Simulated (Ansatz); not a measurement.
Ansatz (an electronic-structure program) input (CCSD(T)/aug-cc-pV(D+d)Z):
A basis named .json is the Basis Set Exchange file of that set.

Ansatz 0.2 input:
```yaml
crystal:
  periodic: [false, false, false]
  atoms:
    - {symbol: Si, position_ang: [-0.06606155, 0.05662341, 0.40350576]}
    - {symbol: N, position_ang: [-0.69551519, 1.37446662, -0.52737270]}
    - {symbol: N, position_ang: [-0.82669864, -1.39350466, -0.16042434]}
    - {symbol: N, position_ang: [1.62576158, -0.06971596, 0.05532449]}
    - {symbol: H, position_ang: [-1.49908466, 1.89318240, -0.20915220]}
    - {symbol: H, position_ang: [-0.03876551, 1.96963196, -1.01087992]}
    - {symbol: H, position_ang: [-0.94886850, -2.18392338, 0.45306325]}
    - {symbol: H, position_ang: [-1.59726471, -1.30419889, -0.80662365]}
    - {symbol: H, position_ang: [2.30624032, 0.41220745, 0.62167487]}
    - {symbol: H, position_ang: [1.97777045, -0.95834923, -0.26985517]}
basis:
  gaussian:
    orbitals: aug-cc-pV_D+d_Z.json
magnetization: {spin_polarized: true, initial_magnetization: 1}
correlation: {method: ccsd_t, electrons: outside_noble_gas}
output: {forces: true}
```

End of the output:

```
integrals: 0.78 GiB planned
1536 factors; integrals over basis functions are off by at most 7.1e-4 eV
0.90 GiB of device memory are held for the factors and their scratch space
mean field: 1.07 GiB planned
mean field evaluation 1: about -12397.6611 eV, gradient 3.9e1 eV
mean field evaluation 2: about -12397.7104 eV, gradient 3.9e1 eV
mean field evaluation 4: about -12404.5108 eV, gradient 3.0e0 eV
mean field evaluation 8: about -12404.6399 eV, gradient 2.6e-1 eV
mean field evaluation 16: about -12402.4060 eV, gradient 2.2e1 eV
mean field -12404.64206369 eV, -455.8621876721 hartree, gradient 3.5e-6 eV, S^2 0.755545; 0 other end points of the search recorded, 0 dependent functions left out
8 core orbitals not correlated
reference -12404.64206369 eV, -455.8621876721 hartree; 13, 12 occupied and 134, 135 virtual orbitals, 1536 factors
densities: 5.09 GiB planned
second order -17.31964103 eV of doubles, -0.00000000 eV of singles
coupled cluster: 4.31 GiB planned
cycle   1  -17.78705725 eV  change   -4.7e-1 eV  update   9.5e-2
cycle   2  -18.19338131 eV  change   -4.1e-1 eV  update   2.9e-2
cycle   3  -18.30411110 eV  change   -1.1e-1 eV  update   1.8e-2
cycle   4  -18.29980798 eV  change    4.3e-3 eV  update   6.7e-3
cycle   5  -18.29792341 eV  change    1.9e-3 eV  update   3.7e-3
cycle   6  -18.29895977 eV  change   -1.0e-3 eV  update   1.4e-3
cycle   7  -18.29895160 eV  change    8.2e-6 eV  update   5.6e-4
cycle   8  -18.29902135 eV  change   -7.0e-5 eV  update   2.1e-4
cycle   9  -18.29907653 eV  change   -5.5e-5 eV  update   8.7e-5
cycle  10  -18.29905736 eV  change    1.9e-5 eV  update   3.3e-5
cycle  11  -18.29906752 eV  change   -1.0e-5 eV  update   1.4e-5
cycle  12  -18.29907375 eV  change   -6.2e-6 eV  update   6.4e-6
cycle  13  -18.29907703 eV  change   -3.3e-6 eV  update   2.9e-6
perturbative correction -0.60400565 eV, -0.0221967981 hartree
the calculation of the forces begins
0.90 GiB of device memory are held for the factors and their scratch space
Total energy: -12423.54514636 eV, -456.5568631475 hartree
Atom 0 at    -0.066062     0.056623     0.403506 Å, force    -0.067317     0.057699     0.411173 eV/Å
Atom 1 at    -0.695515     1.374467    -0.527373 Å, force    -0.119453    -0.102942    -0.165789 eV/Å
Atom 2 at    -0.826699    -1.393505    -0.160424 Å, force     0.164885    -0.104951    -0.118955 eV/Å
Atom 3 at     1.625762    -0.069716     0.055324 Å, force     0.029980     0.143256    -0.175872 eV/Å
Atom 4 at    -1.499085     1.893182    -0.209152 Å, force    -0.316115     0.214914     0.116241 eV/Å
Atom 5 at    -0.038766     1.969632    -1.010880 Å, force     0.258444     0.247245    -0.173289 eV/Å
Atom 6 at    -0.948869    -2.183923     0.453063 Å, force    -0.056573    -0.319102     0.233670 eV/Å
Atom 7 at    -1.597265    -1.304199    -0.806624 Å, force    -0.316666     0.034762    -0.237628 eV/Å
Atom 8 at     2.306240     0.412207     0.621675 Å, force     0.279688     0.183901     0.218137 eV/Å
Atom 9 at     1.977770    -0.958349    -0.269855 Å, force     0.143127    -0.354783    -0.107687 eV/Å
Dipole moment:    -0.008525     0.007307     0.052072 e Å
```

It need not be the lowest isomer of its formula.
